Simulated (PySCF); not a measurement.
**`C[C@H]1C[Si@@H]1C(F)(F)F`, C4H7F3Si**

Molfile (atoms numbered from 1):
```
C4H7F3Si
     RDKit          3D

 15 15  0  0  0  0  0  0  0  0999 V2000
   -2.0829    0.7728    0.3709 C   0  0  0  0  0  0  0  0  0  0  0  0
   -0.8411   -0.0758    0.4829 C   0  0  1  0  0  0  0  0  0  0  0  0
   -0.4406   -0.9020   -0.7642 C   0  0  0  0  0  0  0  0  0  0  0  0
    0.7908    0.4410   -0.3094 Si  0  0  2  0  0  4  0  0  0  0  0  0
    2.3657   -0.2380    0.5904 C   0  0  0  0  0  0  0  0  0  0  0  0
    2.1144   -1.3338    1.3302 F   0  0  0  0  0  0  0  0  0  0  0  0
    3.3440   -0.5829   -0.2730 F   0  0  0  0  0  0  0  0  0  0  0  0
    2.9215    0.6643    1.4257 F   0  0  0  0  0  0  0  0  0  0  0  0
   -2.1347    1.4970    1.1806 H   0  0  0  0  0  0  0  0  0  0  0  0
   -2.9724    0.1456    0.4199 H   0  0  0  0  0  0  0  0  0  0  0  0
   -2.0955    1.3116   -0.5730 H   0  0  0  0  0  0  0  0  0  0  0  0
   -0.8085   -0.6325    1.4149 H   0  0  0  0  0  0  0  0  0  0  0  0
   -0.2111   -1.9467   -0.6018 H   0  0  0  0  0  0  0  0  0  0  0  0
   -1.0756   -0.7636   -1.6272 H   0  0  0  0  0  0  0  0  0  0  0  0
    1.1216    1.6510   -1.0311 H   0  0  0  0  0  0  0  0  0  0  0  0
  1  2  1  0
  2  3  1  0
  3  4  1  0
  4  5  1  0
  5  6  1  0
  5  7  1  0
  5  8  1  0
  4  2  1  0
  1  9  1  0
  1 10  1  0
  1 11  1  0
  2 12  1  1
  3 13  1  0
  3 14  1  0
  4 15  1  6
M  END
```

Level of theory: PySCF, TDDFT PBE0/def2-SVPD circular dichroism and optical rotation, one conformer, gas phase. Geometry: GFN2-xTB.

States above about 7.3 eV (minus the energy of the highest occupied orbital) lie near or above the ionisation threshold and depend on the basis.

(1) Draw the ECD and absorption spectra from the lowest 16 states, each a Gaussian of half-width 0.2 eV at 1/e height.

## Answers

(1) 
| E (eV) | λ (nm) | Δε (L mol⁻¹ cm⁻¹) | ε (L mol⁻¹ cm⁻¹) |
| --- | --- | --- | --- |
| 5.61 | 221 | -0.01 | 0.213 |
| 5.76 | 215 | -0.20 | 8.01 |
| 5.91 | 210 | -1.52 | 193 |
| 6.06 | 205 | -2.54 | 2420 |
| 6.21 | 200 | +4.35 | 11300 |
| 6.36 | 195 | +11.27 | 17600 |
| 6.51 | 191 | +6.21 | 8950 |
| 6.66 | 186 | +2.08 | 1540 |
| 6.81 | 182 | +4.32 | 444 |
| 6.96 | 178 | +5.59 | 1030 |
| 7.11 | 175 | +0.52 | 2070 |
| 7.26 | 171 | -4.99 | 2960 |
| 7.41 | 167 | -3.69 | 3680 |
| 7.56 | 164 | +4.24 | 4400 |
| 7.71 | 161 | -2.51 | 3240 |
| 7.86 | 158 | -23.99 | 3320 |
| 8.01 | 155 | -23.69 | 5080 |
| 8.16 | 152 | -6.90 | 5960 |
| 8.31 | 149 | -16.86 | 5640 |
| 8.46 | 147 | -37.21 | 5420 |
| 8.61 | 144 | -29.69 | 5110 |

Δε uses R in velocity form, ε uses f in length form. Only the states computed contribute, so the short-wavelength end is incomplete.
